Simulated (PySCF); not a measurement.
## Electronic structure of Zn+ (zinc, charge +1) at the PBE0 level

Configuration: [Ar] 3d10 4p1, 2P determinant (an excited configuration). Computed with PySCF 2.14 in x2c-TZVPPall with one added diffuse shell each of s, p, d, f type (7s6p5d3f1g, 80 functions), with scalar relativity by spin-free X2C-1e.

| Property | Result |
| --- | --- |
| Total energy | -1795.088 hartree |
| One-electron energy | -2491.099 hartree |
| Hartree (Coulomb) energy | 767.592 hartree |
| Exchange-correlation energy | -71.581 hartree |
| ⟨S²⟩ | 0.7524 |
| ⟨L²⟩ | 2.008 |
| Sum of ⟨r⟩ | 19.31 bohr |
| Sum of ⟨r²⟩ | 26.42 bohr² |
| Traceless quadrupole moment −½Σ⟨3z² − r²⟩ along its main axis | -4.41 e·bohr² |
| Langevin diamagnetic susceptibility | -20.9 ×10⁻⁶ cm³/mol |

| shell | electrons | mean orbital energy (hartree) | spread (hartree) | rms radius, mean of both spins (bohr) |
| --- | --- | --- | --- | --- |
| 1s α | 1 | -352.13531 | 0 | 0.0580 |
| 1s β | 1 | -352.13430 | 0 | 0.0580 |
| 2s β | 1 | -43.67022 | 0 | 0.245 |
| 2s α | 1 | -43.66997 | 0 | 0.245 |
| 2p α | 3 | -37.87670 | 0.00173 | 0.219 |
| 2p β | 3 | -37.87631 | 0.00389 | 0.219 |
| 3s α | 1 | -5.43765 | 0 | 0.732 |
| 3s β | 1 | -5.43701 | 0 | 0.732 |
| 3p α | 3 | -3.69767 | 0.00769 | 0.776 |
| 3p β | 3 | -3.69653 | 0.01092 | 0.776 |
| 3d α | 5 | -0.89562 | 0.00884 | 1.02 |
| 3d β | 5 | -0.89276 | 0.01361 | 1.02 |
| 4p α | 1 | -0.36549 | 0 | 3.31 |

Densities and radii are taken from the X2C orbitals without a picture-change correction, which distorts them close to the nucleus.
